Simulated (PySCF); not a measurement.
This PySCF input asks for the NMR shieldings of SMILES C[Si@@H]1[SiH2]CC[C@@H]1C(F)(F)F, C5H11F3Si2; the geometry comes from GFN2-xTB.

```python
import basis_set_exchange as bse
import numpy as np
from pyscf import gto, dft
from pyscf.prop import nmr

atoms = """
C     2.395204    0.655029   -0.280212
Si    1.057526   -0.109783    0.829925
Si    0.344641   -2.247632    0.263956
C    -1.436822   -1.681362   -0.161174
C    -1.407662   -0.214891   -0.591952
C    -0.688486    0.644914    0.452539
C    -0.611333    2.069427    0.002293
F    -0.008861    2.222182   -1.191063
F     0.078637    2.842899    0.865461
F    -1.818865    2.659923   -0.125520
H     2.530544    1.712625   -0.071109
H     3.349026    0.162177   -0.118663
H     2.147814    0.559758   -1.334053
H     1.346299    0.245620    2.228573
H     0.969451   -2.852447   -0.920571
H     0.308109   -3.282026    1.302202
H    -2.077640   -1.779835    0.716684
H    -1.895517   -2.278657   -0.947617
H    -0.883277   -0.125185   -1.547909
H    -2.426818    0.154867   -0.744733
H    -1.280889    0.659339    1.372471
"""
names = dict.fromkeys(["C", "Si", "F", "H"], "pcSseg-1")
basis = {el: gto.basis.parse(bse.get_basis(n, elements=[el], fmt="nwchem")) for el, n in names.items()}
mol = gto.M(atom=atoms, basis=basis, charge=0, verbose=0)
mf = dft.RKS(mol, xc="PBE0")
mf.grids.level = 2
mf.grids.alignment = dft.numint.BLKSIZE   # the property module wants whole blocks of grid points
mf.conv_tol = 1e-9
mf.kernel()

calc = nmr.RKS(mf)   # GIAO
C = mf.mo_coeff
Co = C[:, mf.mo_occ > 0]
resp = mf.gen_response(singlet=True, hermi=2)
def vind(x):   # induced exchange potential for any number of trial vectors
    d = np.einsum("pi,xij,qj->xpq", C, 2 * x.reshape(-1, C.shape[1], Co.shape[1]), Co, optimize=True)
    return np.einsum("xpq,pi,qj->xij", resp(d - d.transpose(0, 2, 1)), C, Co, optimize=True).ravel()
mo1, _ = nmr.rhf.solve_mo1(calc, with_cphf=vind)
sigma = calc.kernel(mo1)
for i, s in enumerate(sigma):   # ppm
    w = np.linalg.eigvalsh((s + s.T) / 2)
    print("%2d %-2s iso %8.1f  s11 %8.1f  s22 %8.1f  s33 %8.1f" % (i, mol.atom_pure_symbol(i), w.mean(), *w))
```

Task: What does it print?

Result: 
```
 0 C  iso    192.9  s11    186.7  s22    192.3  s33    199.6
 1 Si iso    386.2  s11    348.2  s22    399.2  s33    411.2
 2 Si iso    420.1  s11    390.6  s22    404.5  s33    465.1
 3 C  iso    174.4  s11    159.6  s22    169.2  s33    194.2
 4 C  iso    158.5  s11    138.8  s22    166.1  s33    170.5
 5 C  iso    146.8  s11    125.9  s22    143.6  s33    170.9
 6 C  iso     48.3  s11     37.4  s22     46.3  s33     61.1
 7 F  iso    255.7  s11    167.1  s22    267.0  s33    332.9
 8 F  iso    239.6  s11    148.5  s22    231.1  s33    339.1
 9 F  iso    243.6  s11    147.3  s22    238.2  s33    345.2
10 H  iso     30.9  s11     25.3  s22     29.7  s33     37.9
11 H  iso     31.6  s11     26.3  s22     28.3  s33     40.3
12 H  iso     31.3  s11     27.0  s22     29.9  s33     37.2
13 H  iso     27.3  s11     23.9  s22     24.8  s33     33.1
14 H  iso     27.9  s11     24.7  s22     25.2  s33     33.9
15 H  iso     27.8  s11     24.1  s22     25.0  s33     34.3
16 H  iso     31.0  s11     25.7  s22     28.7  s33     38.6
17 H  iso     30.2  s11     24.5  s22     27.5  s33     38.5
18 H  iso     30.2  s11     25.8  s22     30.3  s33     34.6
19 H  iso     29.2  s11     22.3  s22     29.3  s33     35.9
20 H  iso     30.0  s11     26.8  s22     28.7  s33     34.4
```

These numbers come from an equivalent density-fitted implementation of the same equations, which agrees with the script to about 0.01 ppm for H and up to a few tenths of a ppm for heavy atoms, so last digits may differ.

Task: Turn these shieldings into chemical shifts. Scale: ¹³C (σref 186.93) and ²⁹Si (σref 349.16) and ¹H (σref 31.72) against TMS; CFCl3 for ¹⁹F (σref 170.95) (reference shieldings calculated alike).

Result: Averaging equivalent atoms: C 6: 138.7; C 5: 40.1; C 4: 28.5; C 3: 12.6; C 0: -6.0; Si 1: -37.1; Si 2: -70.9; F 7/8/9: -75.3; H 13: 4.47; H 15: 3.91; H 14: 3.78; H 19: 2.54; H 20: 1.74; H 17: 1.55; H 18: 1.48; H 16: 0.73; H 10/11/12: 0.42 ppm. Unscaled 19F shifts against computed CFCl3 carry errors that often reach 10 to 50 ppm.

Size and cost of the density-fitted run: 239 basis functions, 2.3 min wall time on 1 thread of an AMD EPYC, shared host; peak memory 1.1 GiB.
